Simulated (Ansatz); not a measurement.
# Which method gave which barrier?

Saddle point of CH₈AsB, closed shell (CH₅B ([BH2][CH3]) + AsH₃ → BAsH₄ ([BH2][AsH2]) + CH₄; bonds formed: B1–As6, C2–H5; bonds broken: B1–C2, H5–As6), PBE0-D4/def2-TZVP structure:

B1  (0.303, -0.235, -0.799)
C2  (0.830, -0.560, 0.855)
H3  (1.160, 0.428, -1.303)
H4  (-0.042, -1.282, -1.259)
H5  (-0.257, 0.186, 0.261)
As6  (-1.454, 0.993, -1.059)
H7  (1.683, -1.179, 0.581)
H8  (0.154, -1.156, 1.470)
H9  (1.191, 0.299, 1.421)
H10  (-1.153, 2.151, -0.110)
H11  (-2.416, 0.355, -0.059)
(Å)

Computed with Ansatz 0.2.0 (basis: def2-TZVPP, with def2-QZVPP for the basis limit); correlated methods freeze the cores. Filled d shells of the heavier atoms are correlated. The def2 sets are not built for correlating such inner shells, so the correlated values are less sure here. Extrapolation: Hartree–Fock as exp(−7.88 √X), correlation as X^−2.97. Four methods, as single points on the PBE0-D4 structures, gave these electronic barriers from the start structure: 3.8, 41.8, 65.9, 143.0 kJ/mol.

Question: The methods were, in alphabetical order, CCSD(T), HF, r2SCAN-D4, SPW92. Which gave which? (Judge from chemistry; the calculation decides.)

Answer: By the calculation: SPW92 3.8; r2SCAN-D4 41.8; CCSD(T) 65.9; HF 143.0 kJ/mol. For comparison, CCSD(T) at an estimated basis limit (MP2 extrapolated from triple and quadruple zeta, plus CCSD(T) − MP2 in triple zeta) gives 63.0 kJ/mol.

The T1 diagnostic stays at or below 0.013. The start structure is not quite a true minimum (one mode of 81i cm⁻¹).

Labels in which every atom is bracketed show which atoms are joined, not bond orders.

For scale, one of the runs: CCSD(T)/def2-TZVPP, 222 basis functions, launched by `ansatz run in.yaml --threads 4 --pin off --events-out ev --progress --plain --max-ram 9574MiB`. Time: 81 s of wall clock on 4 CPU threads of an Arm Neoverse V2; the host was shared. Peak host memory: 3.5 GiB.
